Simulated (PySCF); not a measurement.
Job file and geometry (Å, from GFN2-xTB) of an NMR shielding run on SMILES [O+](C(=C)C(Cl)Cl)(C)[AlH2-][Cl], C4H8AlCl3O, GIAO PBE0/pcSseg-1 NMR shielding, non-relativistic, gas phase in PySCF 2.14.0, density-fitted response routines; density fitting, a coarse starting grid and PySCF grid level 2 are the driver's defaults:

```
$ OMP_NUM_THREADS=1 python probes_run.py task.json out

{"job": {"kind": "nmr", "xc": "PBE0", "basis": "pcSseg-1"}, "charge": 0, "multiplicity": 1}
C      0.055190     1.245118     1.584866
C     -0.411018     0.427868     0.655309
C     -1.812024    -0.103720     0.642091
Cl    -1.778799    -1.814876     0.200283
Cl    -2.768251     0.817607    -0.566190
O      0.372555    -0.033820    -0.384389
C      0.665657     0.908168    -1.411094
Al     1.050701    -1.852490    -0.296302
Cl     3.030753    -1.498137    -0.738846
H     -0.559275     1.579549     2.399585
H      1.074480     1.589708     1.558408
H     -2.314904     0.014673     1.602284
H      1.290804     0.380284    -2.130937
H      1.214632     1.761370    -1.008043
H     -0.252965     1.248145    -1.893665
H      0.328480    -2.590602    -1.455623
H      0.806987    -2.066815     1.232353
```

**Question.** Write the output of this run.

**Answer.** 
```
coarse grid: 16888 points
cycle   1  E = -1854.4286199187  dE =  1.158e+00  |g| = 6.064e-01  |ddm| = 3.778e+00
cycle   2  E = -1854.3309265855  dE =  9.769e-02  |g| = 9.209e-01  |ddm| = 1.422e+00
cycle   3  E = -1854.5140551835  dE = -1.831e-01  |g| = 1.131e-01  |ddm| = 8.744e-01
cycle   4  E = -1854.5165983019  dE = -2.543e-03  |g| = 5.466e-02  |ddm| = 1.565e-01
cycle   5  E = -1854.5171816926  dE = -5.834e-04  |g| = 1.813e-02  |ddm| = 5.438e-02
cycle   6  E = -1854.5172446683  dE = -6.298e-05  |g| = 3.604e-03  |ddm| = 1.677e-02
cycle   7  E = -1854.5172474956  dE = -2.827e-06  |g| = 8.954e-04  |ddm| = 4.664e-03
final grid: 146144 points
cycle   8  E = -1854.5762826969  dE = -4.447e-05  |g| = 1.126e-02  |ddm| = 2.799e-02
cycle   9  E = -1854.5762632901  dE =  1.941e-05  |g| = 1.498e-02  |ddm| = 1.685e-02
cycle  10  E = -1854.5763047813  dE = -4.149e-05  |g| = 1.814e-03  |ddm| = 1.094e-02
cycle  11  E = -1854.5763053840  dE = -6.026e-07  |g| = 3.268e-04  |ddm| = 1.894e-03
cycle  12  E = -1854.5763054081  dE = -2.412e-08  |g| = 9.023e-05  |ddm| = 3.642e-04
cycle  13  E = -1854.5763054096  dE = -1.484e-09  |g| = 4.556e-05  |ddm| = 1.064e-04
cycle  14  E = -1854.5763054100  dE = -4.829e-10  |g| = 8.199e-06  |ddm| = 4.106e-05
converged SCF energy = -1854.5763054100

GIAO shielding tensors (ppm)
atom      isotropic    diamagn.    paramagn.     s11        s22        s33       span
  0 C       69.035     253.009    -183.974    -35.487     79.081    163.512    198.999
  1 C       21.747     253.003    -231.256    -93.635     64.870     94.005    187.640
  2 C      100.781     244.171    -143.390     71.687    110.386    120.272     48.585
  3 Cl     662.535    1146.867    -484.333    420.230    646.506    920.868    500.637
  4 Cl     609.792    1145.948    -536.156    249.661    588.557    991.159    741.498
  5 O      270.650     403.239    -132.590    206.519    269.518    335.913    129.394
  6 C      117.816     244.573    -126.757     83.255     89.327    180.866     97.611
  7 Al     423.384     793.834    -370.450    383.635    424.578    461.938     78.303
  8 Cl     951.609    1149.732    -198.124    847.331    988.403   1019.092    171.761
  9 H       26.025      29.458      -3.432     23.002     24.571     30.504      7.502
 10 H       25.954      30.556      -4.602     22.451     24.039     31.372      8.921
 11 H       25.346      29.009      -3.662     21.351     24.593     30.095      8.744
 12 H       26.600      28.604      -2.004     21.596     26.493     31.712     10.115
 13 H       27.698      29.451      -1.754     24.470     24.792     33.831      9.361
 14 H       27.188      28.352      -1.163     21.689     27.338     32.539     10.850
 15 H       27.037      29.299      -2.262     22.029     28.097     30.985      8.956
 16 H       27.498      29.281      -1.783     22.635     28.860     30.999      8.364
```

Size and cost of the density-fitted run: 221 basis functions, 92 s wall time on 1 thread of an AMD EPYC, shared host; peak memory 1.1 GiB.
